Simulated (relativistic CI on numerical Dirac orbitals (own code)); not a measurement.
## Spin-allowed bands of a d8 ion in a tetrahedral site, by hand

Problem. Take Δ = 7200 cm⁻¹ and B = 570 cm⁻¹ for a d8 ion in a tetrahedral site. Calculate the three spin-allowed bands.

Working.
1. The terms of highest spin are 3F (energy 0) and 3P (15B = 8550 cm⁻¹). Here the F term splits into A2 at +1.2Δ = 8640, T2 at +0.2Δ = 1440 and T1 at −0.6Δ = -4320 cm⁻¹.
2. The two T1 states mix through the element 0.4Δ: H = [[-4320, 2880], [2880, 8550]], with roots ½(H₁₁ + H₂₂) ∓ ½√[(H₂₂ − H₁₁)² + 4H₁₂²] = ½(4230) ∓ ½(14100) = -4935 and 9165 cm⁻¹.
3. The ground term is 3T1 at -4935 cm⁻¹.
4. Bands: 3T2 6375 cm⁻¹ (1569 nm), 3A2 13575 cm⁻¹ (737 nm), 3T1(P) 14100 cm⁻¹ (709 nm).

Check. Exact diagonalisation of the whole d8 shell with these parameters gives 3T2 6375, 3A2 13575, 3T1 14100 cm⁻¹. The match is exact, since without spin-orbit coupling no other term has this spin. The ratio of the second band to the first, 2.129, depends on Δ/B = 12.6 alone, which is how a Tanabe-Sugano diagram is read.
